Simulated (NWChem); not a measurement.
Molecule: SiNH$_{2}$I, singlet; SMILES N[Si]I

```xyz
5

Si     0.7027     1.5899     0.0000
I     -0.0229    -0.8237     0.0000
N     -0.8484     2.3169     0.0000
H     -1.7503     1.8475     0.0000
H     -0.9381     3.3300     0.0000
```
Atoms are numbered in this order, from 1.

All runs: NWChem. Medium grid unless said otherwise, to which SCAN and Minnesota functionals are sensitive. Low-valent species are run as closed-shell singlets; no triplet was tried in these runs. Structure relaxed at the PBE0/def2-SVP level. def2 effective core potentials on I; no spin-orbit coupling. Hybrids' shares of exact exchange are those that their runs print; pure functionals count as 0. The functionals differ in more than this share.

```csv
row,share of exact exchange,orbital gap (eV)
PBE/def2-SVP,0.00,3.28
SCAN/def2-SVP,0.00,3.55
TPSSh/def2-SVP,0.10,4.12
B3LYP/def2-SVP,0.20,4.70
B3PW91/def2-SVP,0.20,4.71
r2SCAN0/def2-SVP,0.25,withheld
BHandHLYP/def2-SVP,0.50,6.86
```

Q: Fit a straight line of the last column on the one before it, predict the withheld value, and compare with the run.

A: 
1. Means of the 6 shown rows: x = 0.167, y = 4.537. Slope Σ(x − x̄)(y − ȳ)/Σ(x − x̄)² = 1.187/0.1733 = 6.850; intercept 3.395.
2. The shown rows scatter about the line by 0.089 (root mean square); the largest residual is +0.15, at SCAN/def2-SVP.
3. At x = 0.25 (r2SCAN0/def2-SVP; inside the shown range) the line gives 5.11.
4. The run gives 5.23, +0.12 from the line, 1.3 times the scatter.
